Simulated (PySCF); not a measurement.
C₆ coefficients of unlike pairs at UHF

Calculated with PySCF 2.14 from the dipole response of each species, C₆(A,B) = (3/π) ∫ α_A(iu) α_B(iu) du, in atomic units, from isotropic polarisabilities. For ions this is the dispersion term alone; charge-induced terms of lower order in 1/R come first.

```json
{"species": "Te", "configuration": "[Kr] 4d10 5s2 5p4 (3P)", "basis": "aug-cc-pwCVDZ-PP with ECP28MDF (6s5p4d1f)", "relativity": "core potential", "α (bohr³)": "36.74", "C₆ (like pair)": "406.5"}
{"species": "S⁺", "configuration": "[Ne] 3s2 3p3 (4S)", "basis": "aug-cc-pV(Q+d)Z with one added diffuse shell each of s, p, d, f, g type (8s7p6d4f3g)", "relativity": "none", "α (bohr³)": "10.91", "C₆ (like pair)": "53.61"}
{"species": "Tl", "configuration": "[Xe] 4f14 5d10 6s2 6p1 (2P)", "basis": "aug-cc-pVDZ-PP with ECP60MDF (5s4p3d)", "relativity": "core potential", "α (bohr³)": "76.16", "C₆ (like pair)": "788.4"}
{"species": "Os²⁺", "configuration": "[Xe] 4f14 5d6 (5D)", "basis": "aug-cc-pwCVTZ-PP with ECP60MDF (8s8p7d4f3g)", "relativity": "core potential", "α (bohr³)": "10.46", "C₆ (like pair)": "65.57"}
```

Task: Estimate C₆ for Os²⁺ with Te.

Result: The integral gives 153.8. The combination rule 2 C_A C_B / (C_A α_B/α_A + C_B α_A/α_B) gives 154.1 and the geometric mean 163.3.

No spin-orbit coupling is included.

The other pairs:

```csv
pair,C₆
"S⁺, Te",145.4
"Tl, Te",537.1
"Tl, S⁺",182.4
"Os²⁺, Tl",185.4
"Os²⁺, S⁺",58.06
```
